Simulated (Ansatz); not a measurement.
SiHI₃, SMILES I[SiH](I)I.

Coordinates come from a PBE-D3(BJ)/def2-SVP optimisation. The def2 effective core potentials stand for the cores of I; spin–orbit coupling is left out.

Two levels are set side by side: PBE/def2-SVPD (Ansatz, a quantum-chemistry and plane-wave program) and PBE0/def2-SVPD (Ansatz). Energy differences of separate SCF runs at the same geometry; the states with an electron removed or added have multiplicity 2 and 2. Differences are taken from unrounded values.

```
quantity                           PBE0   PBE  PBE minus PBE0
---------------------------------  ----  ----  --------------
vertical ionisation energy (eV)    9.37  8.93           -0.44
vertical electron affinity (eV)    0.96  1.01            0.05
vertical singlet–triplet gap (eV)  3.90  3.46           -0.43
```
